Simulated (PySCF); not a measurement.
PySCF 2.14 output of an unrestricted B2PLYP calculation on a single atom or ion in aug-cc-pVQZ (6s5p4d3f2g, 80 functions), with the non-relativistic Hamiltonian (point nucleus):

```
SCF conv_tol = 1e-09
number electrons alpha = 5  beta = 4
    A. D. Becke.,  Phys. Rev. A 38, 3098 (1988)
    C. Lee, W. Yang, and R. G. Parr.,  Phys. Rev. B 37, 785 (1988)
    B. Miehlich, A. Savin, H. Stoll, and H. Preuss.,  Chem. Phys. Lett. 157, 200 (1989)
cycle= 1 E= -98.8716152060988  delta_E= -0.00215  |g|= 0.0261  |ddm|= 0.161
cycle= 2 E= -98.8717765552058  delta_E= -0.000161  |g|= 0.0179  |ddm|= 0.0424
cycle= 3 E= -98.8718666557533  delta_E= -9.01e-05  |g|= 0.00428  |ddm|= 0.0205
cycle= 4 E= -98.8718797977553  delta_E= -1.31e-05  |g|= 0.000418  |ddm|= 0.00958
cycle= 5 E= -98.8718799336498  delta_E= -1.36e-07  |g|= 3.12e-05  |ddm|= 0.00117
cycle= 6 E= -98.8718799339816  delta_E= -3.32e-10  |g|= 1.31e-06  |ddm|= 4.02e-05
converged SCF energy = -98.8718799339816  <S^2> = 0.7616818  2S+1 = 2.0116479
```

The run itself started from symmetry-adapted Hartree-Fock orbitals and held the occupation by maximum overlap, on a logarithmic radial grid, so the iterations belong to that start.

Q: Which element, charge and spin multiplicity is this?

A: F (fluorine, neutral), multiplicity 2; the state was [He] 2s1 2p6, 2S determinant (an excited configuration). The SCF energy lacks the PT2 part of the double hybrid.
